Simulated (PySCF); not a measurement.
**SMILES CC#CC#C/C=C/Cl, C$_{7}$H$_{5}$Cl**

Molfile (atoms numbered from 1):
```
C7H5Cl
     RDKit          3D

 13 12  0  0  0  0  0  0  0  0999 V2000
   -3.7717    0.0297    0.1587 C   0  0  0  0  0  0  0  0  0  0  0  0
   -2.3391   -0.0638    0.0427 C   0  0  0  0  0  0  0  0  0  0  0  0
   -1.1371   -0.1407   -0.0548 C   0  0  0  0  0  0  0  0  0  0  0  0
    0.2090   -0.2280   -0.1647 C   0  0  0  0  0  0  0  0  0  0  0  0
    1.4157   -0.2999   -0.2675 C   0  0  0  0  0  0  0  0  0  0  0  0
    2.8057   -0.4239   -0.3710 C   0  0  0  0  0  0  0  0  0  0  0  0
    3.5647    0.5098   -0.9459 C   0  0  0  0  0  0  0  0  0  0  0  0
    5.2702    0.3601   -1.0798 Cl  0  0  0  0  0  0  0  0  0  0  0  0
   -4.0420    0.4077    1.1453 H   0  0  0  0  0  0  0  0  0  0  0  0
   -4.2230   -0.9537    0.0229 H   0  0  0  0  0  0  0  0  0  0  0  0
   -4.1660    0.7076   -0.5991 H   0  0  0  0  0  0  0  0  0  0  0  0
    3.2446   -1.3242    0.0398 H   0  0  0  0  0  0  0  0  0  0  0  0
    3.1648    1.4199   -1.3653 H   0  0  0  0  0  0  0  0  0  0  0  0
  1  2  1  0
  2  3  3  0
  3  4  1  0
  4  5  3  0
  5  6  1  0
  6  7  2  0
  7  8  1  0
  1  9  1  0
  1 10  1  0
  1 11  1  0
  6 12  1  0
  7 13  1  0
M  END
```

The calculation used quadratic response wB97X-D/def2-SVPD first hyperpolarisability, Taylor convention, gas phase in PySCF. Geometry: GFN2-xTB.

Give the tensor of the static β(0;0,0) in the axes of these coordinates.

In au, Taylor convention; rows are the first index (the induced dipole):
|  | xx | yy | zz | xy | xz | yz |
| --- | --- | --- | --- | --- | --- | --- |
| x | -147.4 | -15.8 | -7.2 | +8.7 | +11.7 | +5.9 |
| y | +8.7 | -0.6 | -5.6 | -15.8 | +5.9 | +5.3 |
| z | +11.7 | +5.3 | +1.6 | +5.9 | -7.2 | -5.6 |

Norm of βᵢ = ⅓ Σⱼ (βᵢⱼⱼ + βⱼᵢⱼ + βⱼⱼᵢ): 171.4 au, hyper-Rayleigh value 67.0 au.
